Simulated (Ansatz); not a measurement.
Consider the redistribution: `[NH2][Sn][Cl]` + `BCS` → `[NH2][Sn][SH]` + `BCCl`.

Computed with Ansatz on PBE0-D4/def2-TZVP structures; ΔE is electronic, products minus reactants. CCSD(T)/CBS is the MP2 limit (def2-TZVPP, def2-QZVPP) plus CCSD(T) − MP2 in def2-TZVPP, frozen cores. Functionals use def2-TZVPP. Elements past krypton have def2 core potentials. For Sn outer-core shells are correlated without core-valence functions, which leaves a few kJ/mol of doubt a bond. Each species was taken in one conformer, which may not be the lowest.

Question: Is it downhill or uphill in electronic energy at CCSD(T)/CBS, and by how much? (An estimate is asked.)

Answer: The calculation gave: Uphill: ΔE = +49.9 kJ/mol.

Question: What do these levels give: ωB97X-V, ωB97M-V, B2PLYP, r2SCAN0, CAM-B3LYP, SCS-MP2/def2-QZVPP? (An estimate is asked.)

Answer: Ansatz gave: ωB97X-V 52.4, ωB97M-V 51.9, B2PLYP 49.8, r2SCAN0 50.0, CAM-B3LYP 52.2, SCS-MP2/def2-QZVPP 51.1 kJ/mol.

Largest T1 diagnostic among the species: 0.016.

Leaving LDA and LC-ωPBE aside and taking each functional with its dispersion term where it has one, the values, not all of them listed here, spread over 8.3 kJ/mol, from PBE-D4 to B97M-V. From BLYP to BHLYP (50 % exact exchange), in def2-TZVPP and without D4, ΔE moves by +4.6 kJ/mol. In def2-TZVPP, CCSD(T) changes the Hartree–Fock value by −5.9 kJ/mol (the triples alone add −1.5 kJ/mol) and MP2 by −4.6 kJ/mol.
